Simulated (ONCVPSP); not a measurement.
## Configuration tests for tantalum (Ta) (ONCV)

- Element: Ta (Z = 73)
- Generator: ONCVPSP 4.0.1
- Type: optimised norm-conserving Vanderbilt (ONCV)
- Functional: PBEsol
- Relativity: scalar-relativistic
- Frozen core: [Kr] 4d10 4f14
- Valence charge: 13
- Reference configuration: 5s2 5p6 5d3 (charge +2)
- Partial waves: 5s: rc 1.50 bohr, ncon 3, nbas 6, qcut 6.6 1/bohr, 2 projectors, debl 1.6 Ha; 5p: rc 1.40 bohr, ncon 3, nbas 6, qcut 5.4 1/bohr, 2 projectors, debl 3.7 Ha; 5d: rc 2.40 bohr, ncon 3, nbas 8, qcut 6.9 1/bohr, 2 projectors, debl 3.6 Ha
- Local potential: polynomial inside 0.95 bohr (lpopt 5, dvloc0 2 Ha)
- Core correction: none

In the s channel the program set the typed energies aside and used -3.256, 0.250 Ha.

Energies are relative to the spin-unpolarised reference configuration 5s2 5p6 5d3; without spin polarisation the order of configurations can differ from experiment.

Task: Give the all-electron excitation energy and the error of the potential for: 5s2 5p6 5d3 6s2; 5s2 5p6 5d3 6s1; 5s2 5p6 5d2; 5s2 5p5 5d3 6s2.

Result:

```tsv
valence configuration	charge	ΔE all-electron (eV)	error AE − PS (meV)
5s2 5p6 5d3 6s2	0	-23.483	+3.9
5s2 5p6 5d3 6s1	+1	-14.977	-0.6
5s2 5p6 5d2	+3	23.611	-8.6
5s2 5p5 5d3 6s2	+1	21.533	-91
```

Note: ghosts flagged at negative energy: s at -20.7 eV; GHOST(+) flagged for p at 224.3 eV. A true bound ghost makes a file unfit for plane-wave use.
